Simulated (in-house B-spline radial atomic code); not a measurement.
Successive ionisation energies of tantalum; each step leads to the configuration of the next row (after the last: [Xe] 4f5/2(6) 4f7/2(7)). Dirac energy differences include first-order Breit, QED and recoil terms. NIST's values go from ground level to ground level; the uncertainty of those that are theory runs from under 0.1 % in few-electron ions to several per cent in heavy many-electron ones. Computed with a radial B-spline atomic code at the basis-set limit: Dirac-Hartree-Fock, jj configuration that fills j = l - 1/2 first, finite nuclei.

A number in brackets counts the electrons of a j subshell.

```tsv
ion	configuration	ionisation energy (eV)	tabulated value (eV)	computed minus tabulated (eV)	highest orbital	largest mean radius (bohr)
Ta	[Xe] 4f14 5d3/2(3) 6s2	6.48	7.549571	-1.07	6s1/2	3.5558
Ta+	[Xe] 4f14 5d3/2(3) 6s1	?	?	?	?	?
Ta2+	[Xe] 4f14 5d3/2(3)	22.71	23.1	-0.39	5d3/2	1.9492
Ta3+	[Xe] 4f14 5d3/2(2)	?	?	?	?	?
Ta4+	[Xe] 4f14 5d3/2(1)	47.13	48.272	-1.14	5d3/2	1.7196
Ta5+	[Xe] 4f14	90.76	94.01	-3.25	4f7/2	1.2788
```

(1) Fill in the row of Ta+.

(2) Fill in the row of Ta3+.

(3) Where is the largest jump?

(4) How far is this level of theory from the measured and semi-empirical values?

## Answers

(1) ionisation energy (eV): 13.39; tabulated value (eV): 16.2; computed minus tabulated (eV): -2.81; highest orbital: 6s1/2; largest mean radius (bohr): 3.2449.

(2) ionisation energy (eV): 34.40; tabulated value (eV): 35; computed minus tabulated (eV): -0.60; highest orbital: 5d3/2; largest mean radius (bohr): 1.8179.

(3) From Ta to Ta+, by a factor of 2.07 (6.4792 to 13.389 eV); the highest orbital goes from 6s1/2 to 6s1/2.

(4) Over those 4 rows the differences run from -3.25 to -1.07 eV (mean absolute value 2.1 eV). The calculation leaves out correlation and, in open shells, the multiplet splittings that an average leaves out.
